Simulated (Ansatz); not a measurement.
Reaction (formal exchange of groups at a B–S bond): `C#CSB[SiH2]C` + `C#CCO` → `C#CB[SiH2]C` + `C#CSCO`

Gas-phase electronic energies from Ansatz, PBE0-D4/def2-TZVP geometries. CBS: MP2 limit from def2 TZ/QZ plus the TZ coupled-cluster correction, frozen cores. This one scheme is used for every species. Functionals use def2-TZVPP. Each species was taken in one conformer, which may not be the lowest.

| level | ΔE (eV) |
| --- | --- |
| PBE-D4 | 0.34 |
| PBE0-D4 | 0.33 |

Task: What does CCSD(T)/CBS give? (Best estimate.)

Result: Ansatz gave: +0.21 eV. The listed levels differ from it by 0.13, 0.12 eV.

Largest T1 diagnostic among the species: 0.014.

The D4 term adds +0.10 eV with B3LYP and +0.05 eV with PBE0; it sums over pairs of atoms, weighted by their polarisabilities, and B3LYP, whose exchange is more repulsive, gets the larger term. In def2-TZVPP, CCSD(T) changes the Hartree–Fock value by +0.76 eV (the triples alone add +0.13 eV) and MP2 by +1.01 eV.

B3LYP here is the variant with VWN-RPA as its local correlation; programs differ in this.
